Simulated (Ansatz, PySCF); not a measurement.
TeCl4, SMILES Cl[Te](Cl)(Cl)Cl. Atoms are numbered in the order given.

```xyz
5

Te     0.0000     0.0000     0.3972
Cl     1.8178     0.0000    -1.1205
Cl     0.0000     2.4721     0.4243
Cl    -1.8178     0.0000    -1.1205
Cl     0.0000    -2.4721     0.4243
```
Charge 0, spin multiplicity 1.

Geometry optimised at B3LYP-D3(BJ)/def2-SVP. The isomer is the one that the SMILES or the coordinates give; other isomers of the formula were not compared. The def2 effective core potentials stand for the cores of Te; spin–orbit coupling is left out.

Two levels are set side by side: PBE-D3(BJ)/def2-SVP (Ansatz, a program for electronic structure) and B3LYP-D3(BJ)/def2-SVP (Ansatz). Each level has its own optimised geometry; the coordinates shown are those of the second. Frequencies come from the Hessian of PySCF at each geometry. Differences are taken from unrounded values.

| quantity | B3LYP-D3(BJ) |
|---|---|
| mean bond length (Å) | 2.420 |
| bond Te1–Cl2 (Å) | 2.368 |
| bond Te1–Cl3 (Å) | 2.472 |
| bond Te1–Cl4 (Å) | 2.368 |
| bond Te1–Cl5 (Å) | 2.472 |
| highest harmonic wavenumber (cm⁻¹) | 363 |
| mean harmonic wavenumber (cm⁻¹) | 215 |
| zero-point energy (kcal/mol) | 2.76 |

Problem. What does PBE-D3(BJ) give, and how far is it from B3LYP-D3(BJ)? (The exact figures need the calculation; the answer reports its results.)

Solution. 
```csv
quantity,PBE-D3(BJ),PBE-D3(BJ) minus B3LYP-D3(BJ)
mean bond length (Å),2.428,0.008
bond Te1–Cl2 (Å),2.381,0.013
bond Te1–Cl3 (Å),2.475,0.003
bond Te1–Cl4 (Å),2.381,0.013
bond Te1–Cl5 (Å),2.475,0.003
highest harmonic wavenumber (cm⁻¹),349,-13
mean harmonic wavenumber (cm⁻¹),205,-10
zero-point energy (kcal/mol),2.63,-0.13
```

Exact exchange shortens and stiffens bonds; PBE has none. Differences between two approximate levels are no errors against the true value.
